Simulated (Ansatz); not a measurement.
Reaction (substitution at a C–C bond): `CC#[C][GeH3]` + `CNCO` → `CN(C)CO` + `C#[C][GeH3]`

Calculated with Ansatz (gas phase, PBE0-D4/def2-TZVP geometries, no zero-point term in ΔE). CCSD(T)/CBS is the MP2 limit (def2-TZVPP, def2-QZVPP) plus CCSD(T) − MP2 in def2-TZVPP, frozen cores. DFT in def2-TZVPP. B3LYP here is the variant with VWN-RPA as its local correlation; programs differ in this. For Ge outer-core shells are correlated without core-valence functions, which leaves a few kJ/mol of doubt a bond. Scalar relativity is left out up to krypton. One conformer a species, not always the lowest.

```tsv
level	ΔE (kJ/mol)	difference from CCSD(T)/CBS
PBE0-D4	49.7	9.8
ωB97X-V	42.6	2.7
ωB97M-V	42.2	2.3
B2PLYP	46.2	6.3
PBE	52.2	12.3
r2SCAN	48.4	8.5
B3LYP	51.4	11.5
MP2/def2-TZVPP	40.6	0.7
MP2/def2-QZVPP	41.2	1.3
SCS-MP2/def2-QZVPP	41.4	1.5
CCSD(T)/CBS	39.9	0
```

Largest T1 diagnostic among the species: 0.012.

In def2-TZVPP, CCSD(T) changes the Hartree–Fock value by −12.6 kJ/mol (the triples alone add −2.0 kJ/mol) and MP2 by −10.7 kJ/mol. The D4 term adds −5.6 kJ/mol with B3LYP and −3.0 kJ/mol with PBE0; it sums over pairs of atoms, weighted by their polarisabilities, and B3LYP, whose exchange is more repulsive, gets the larger term.
